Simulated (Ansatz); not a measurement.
`CS[SiH](C)Cl`, relaxed with RKS PBE0-D4/def2-TZVP in the Gaussian-basis code of Ansatz from a PBE-D4/def2-SVP geometry. The force threshold is 0.005 eV/Å; the program also tests the step.

Total charge 0; spin multiplicity 1.

Start:

```xyz
12

C    -1.169   -1.999   -0.696
S     0.498   -1.227   -0.625
Si   -0.003    0.615    0.350
C     1.571    1.613    0.538
Cl   -1.396    1.692   -0.795
H    -1.570   -2.193    0.318
H    -1.874   -1.357   -1.261
H    -1.048   -2.962   -1.226
H    -0.689    0.356    1.663
H     1.344    2.591    1.007
H     2.036    1.798   -0.452
H     2.298    1.073    1.178
```

| step | energy (eV) | largest force (eV/Å) | largest move (Å) |
| --- | --- | --- | --- |
| 1 | -33414.7244 | 0.599 | 0.000 |
| 2 | -33414.7792 | 0.171 | 0.040 |
| 3 | -33414.7833 | 0.068 | 0.030 |
| 4 | -33414.7843 | 0.042 | 0.017 |
| 5 | -33414.7844 | 0.017 | 0.006 |
| 6 | -33414.7845 | 0.010 | 0.011 |
| 7 | -33414.7845 | 0.005 | 0.012 |
| 8 | -33414.7845 | 0.006 | 0.004 |
| 9 | -33414.7846 | 0.005 | 0.008 |

End:

```xyz
12

C    -1.159   -1.977   -0.686
S     0.483   -1.202   -0.654
Si    0.002    0.608    0.327
C     1.555    1.597    0.537
Cl   -1.373    1.697   -0.769
H    -1.550   -2.106    0.323
H    -1.851   -1.385   -1.283
H    -1.035   -2.956   -1.147
H    -0.685    0.320    1.611
H     1.332    2.547    1.028
H     2.008    1.808   -0.434
H     2.275    1.049    1.148
```

Hardware: 4 threads of an Arm Neoverse V1 on a shared host. Wall time 43 s, peak host memory 0.66 GiB.
